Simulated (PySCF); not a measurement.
ClSi (SMILES [Si]Cl), doublet, at a GFN2-xTB geometry. Base run: PBE/aug-cc-pVDZ (PySCF).

Input for PySCF:
```python
from pyscf import gto, scf, dft, solvent

mol = gto.M(
    atom='''
Si   -0.00000000   -0.00000000   -1.16386787
Cl    0.00000000    0.00000000    0.95847942
''',
    basis='aug-cc-pvdz',
    spin=1,
    verbose=4,
)

mf = dft.UKS(mol)
mf.xc = 'pbe'
mf.kernel()
```

The base run was repeated with changes; each row names its change, and settings that it needs were set with it.

```
change                                                   ΔE vs base (kcal/mol)  dipole (D)
-------------------------------------------------------  ---------------------  ----------
base                                                                     0.000        0.95
model = IEF-PCM; solvent = n-hexane                                     -0.410        1.09
model = IEF-PCM; solvent = methanol; vdw_scale = 1.4                    -0.620        1.21
model = IEF-PCM; solvent = toluene                                      -0.537        1.13
model = IEF-PCM; solvent = methanol; r_probe = 0.5                      -0.544        1.18
model = COSMO; solvent = methanol                                        -1.15        1.33
model = IEF-PCM; solvent = methanol; vdw_scale = 1.1                     -1.61        1.41
model = IEF-PCM; solvent = dimethylsulfoxide                             -1.17        1.34
model = IEF-PCM; solvent = methanol                                      -1.15        1.33
model = IEF-PCM; solvent = methanol; lebedev_order = 11                  -1.11        1.33
model = ddCOSMO; solvent = methanol                                      -1.57        1.41
model = IEF-PCM; solvent = methanol; lebedev_order = 41                  -1.15        1.33
```

The base is the gas phase, so ΔE is the electrostatic part of solvation at a fixed geometry, without cavity and dispersion terms.

Open shells are given as the SCF converged; they aren't shown to be the lowest states, and a large step between rows can be another state.
